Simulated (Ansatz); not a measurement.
```yaml
crystal:
  periodic: [false, false, false]
  atoms:
    - {symbol: O, position_ang: [-0.816870, 0.285161, 1.342948]}
    - {symbol: Si, position_ang: [-0.004708, -0.000025, -0.029030]}
    - {symbol: h, position_ang: [1.347603, 0.890971, -0.054381]}
    - {symbol: O, position_ang: [0.379001, -1.571168, -0.116094]}
    - {symbol: Cl, position_ang: [-1.185529, 0.504771, -1.638951]}
    - {symbol: H, position_ang: [-1.176878, 1.162285, 1.481673]}
    - {symbol: H, position_ang: [1.882951, 0.878220, -0.849017]}
    - {symbol: H, position_ang: [-0.333468, -2.207315, -0.192949]}
basis:
  gaussian: {orbitals: cc-pVDZ, fitting: {mean_field: def2-universal-jkfit}, point_charges: [{charge: -1.00, position_ang: [5.181, 0.952, -0.453]}]}
magnetization: {spin_polarized: true, initial_magnetization: 2}
hamiltonian: {xc: {name: B3LYP}, dispersion: d3bjatm}
scf: {lower_state_search: full}
output: {forces: true}
```

```sh
$ ansatz run in.yaml --threads 4 --pin off --events-out ev --progress --plain --max-ram 10444MiB
```

**Question.** How does Ansatz answer? (Estimate.)

**Answer.** Ansatz gave: The input was rejected before any iteration.
```
Error: YAML parse error: error: line 6 column 16: `h` is not an element symbol (H … Og, case-exact)
 --> <input>:6:16
4 |     - {symbol: O, position_ang: [-0.816870, 0.285161, 1.342948]}
5 |     - {symbol: Si, position_ang: [-0.004708, -0.000025, -0.029030]}
6 |     - {symbol: h, position_ang: [1.347603, 0.890971, -0.054381]}
7 |     - {symbol: O, position_ang: [0.379001, -1.571168, -0.116094]}
8 |     - {symbol: Cl, position_ang: [-1.185529, 0.504771, -1.638951]}
```

B3LYP here is the variant with VWN-RPA as its local correlation; programs differ in this.
